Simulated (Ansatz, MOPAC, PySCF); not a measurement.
Constitutional and geometric isomers with formula C3H5Cl. Gas-phase values, no solvent. Strings in code marks are SMILES.

Quantity: electronic energy of isomers of C3H5Cl relative to `C=C(C)Cl`, in kcal/mol. Semi-empirical values (MOPAC) are differences of heats of formation.

Level 1: ωB97X-D3(BJ)/def2-TZVP // PBE0-D3(BJ)/def2-TZVP (PySCF)
Level 2: PBE/6-31G* // PBE0-D3(BJ)/def2-TZVP (PySCF)
Level 3: HF/cc-pVTZ // PBE0-D3(BJ)/def2-TZVP (Ansatz, a first-principles code)
Level 4: PM6 // PBE0-D3(BJ)/def2-TZVP (MOPAC)

| species | level 1 | level 2 | level 3 | level 4 |
|---|---|---|---|---|
| `C/C=C/Cl` | 2.25 | 1.10 | ? | 3.48 |
| `ClC1CC1` | 8.20 | 7.71 | 11.5 | 11.6 |
| `C/C=C\Cl` | ? | ? | 1.48 | 3.80 |

Question: Some entries are withheld; supply them.

Answer: 
- `C/C=C/Cl`, level 3: 1.41
- `C/C=C\Cl`, level 1: 1.62
- `C/C=C\Cl`, level 2: 0.74
